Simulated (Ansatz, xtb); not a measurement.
# A geometry optimisation of C2H8BeGe with r2SCAN-D4/def2-SVP

The starting geometry of this gas-phase singlet was built from a drawn formula by distance geometry and a force field; its bonds are those of `[BeH][CH2][GeH2][CH3]`.

```xyz
12

C     0.2979    1.1354    0.6678
C    -0.7684   -1.5555   -0.5596
Be    0.6299    1.9019   -0.9507
Ge    0.4851   -0.7672    0.6546
H     0.0439    1.5658   -1.7266
H     1.0063    1.5814    1.3627
H    -0.7420    1.4133    0.9294
H     0.1449   -1.3502    2.0824
H     1.9316   -1.1336    0.2573
H    -0.5002   -1.2107   -1.6379
H    -1.7919   -1.2550   -0.3394
H    -0.6657   -2.7010   -0.5977
```

Task: Where would you expect an optimisation with r2SCAN-D4/def2-SVP to take it?

Result: It keeps its bonds, and is `[BeH][CH2][GeH2][CH3]`. Distances that change by over a tenth: Be3–H5 (1.03 → 1.34 Å).

The energy falls by 2.57 eV over 13 steps:

```
step  E − E(last) (eV)
   1             2.569
   2             0.751
   4             0.085
   5             0.028
   6             0.006
   8             0.001
   9             0.001
  10             0.000
  12             0.000
  13             0.000
```

Final geometry (Å):

```xyz
12

C     0.2228    1.1391    0.6101
C    -0.8044   -1.6903   -0.5145
Be    0.4165    1.8180   -0.9053
Ge    0.4821   -0.8055    0.6652
H     0.5764    2.3314   -2.1307
H     0.9318    1.5822    1.3368
H    -0.7903    1.3331    1.0148
H     0.3048   -1.3379    2.1041
H     1.9156   -1.1517    0.2078
H    -0.6523   -1.3788   -1.5600
H    -1.8338   -1.4306   -0.2222
H    -0.6980   -2.7842   -0.4638
```

From the same start GFN2-xTB ends elsewhere, differing in Be3–Ge4 (2.57 against 3.06 Å here).

No frequencies were run, so the end isn't proven a minimum. Run with Ansatz 0.2.0, 33 s on 2 threads of Arm Neoverse V1, with other jobs on the host.
